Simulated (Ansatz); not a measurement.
def2 core potentials replace the inner electrons of Sn.

B3LYP has the VWN-RPA correlation part, as in Gaussian. 

Cartesian coordinates (Å):
SMILES: [CH3][Sn]([Cl])([Cl])[Cl]
```xyz
8

C     -1.2497    -0.1435     0.0411
Sn     0.8581     0.0985    -0.0282
Cl     1.8484    -1.3138    -1.6010
Cl     1.4690     2.2786    -0.5968
Cl     1.8594    -0.3705     2.0276
H     -1.4717    -1.1837     0.3124
H     -1.6541     0.5442     0.7951
H     -1.6594     0.0901    -0.9501
```
Charge 0, spin multiplicity 1.

What is the computed HOMO, adiabatic electron affinity (no zero-point term) and HOMO–LUMO gap (Ansatz (a program for electronic structure) with B3LYP-D3(BJ)/def2-TZVP // PBE0-D3(BJ)/def2-SVP)?


```yaml
HOMO: -8.83 eV
adiabatic electron affinity (no zero-point term): 1.89 eV
HOMO–LUMO gap: 6.29 eV
```
